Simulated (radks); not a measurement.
Task: These are the eigenvalues of the occupied orbitals of an atom or ion with whole-number occupations (hartree). Method: Dirac Kohn-Sham, PW91, spin-unpolarised, spherical densities, finite nucleus; Fermi nuclear charge, rms radius of each element as measured or else 0.836 A^(1/3) + 0.57 fm; computed with a radial shooting solver on a logarithmic mesh with Libxc functionals.

orbital  eigenvalue
1s1/2     -1368.714
2s1/2     -216.7064
2p1/2     -204.1861
2p3/2     -190.1523
3s1/2     -46.15626
3p1/2     -40.89757
3p3/2     -38.18510
3d3/2     -28.95070
3d5/2     -28.37245
4s1/2      -9.47027
4p1/2      -7.55791
4p3/2      -6.99146
4d3/2      -3.86588
4d5/2      -3.76946
5s1/2      -1.70997
5p1/2      -1.19796
5p3/2      -1.11495
6s1/2      -0.39360
7s1/2      -0.15482

Which element is it, and in what charge state? The configuration may be excited. Open shells, if any, are shared by 2j + 1.

Result: Z = 56, barium, charge +1: Ba+ in [Kr] 4d10 5s2 5p5 6s1 7s1. The list shows which subshells hold electrons but not how many an open one holds; the 1s level, -1368.7 hartree, gives Z - s = 52.3 by -(Z - s)^2/2, which with screening and relativity narrows Z to a few neighbours, and the depths of the outer levels then fix element, charge and occupations together.
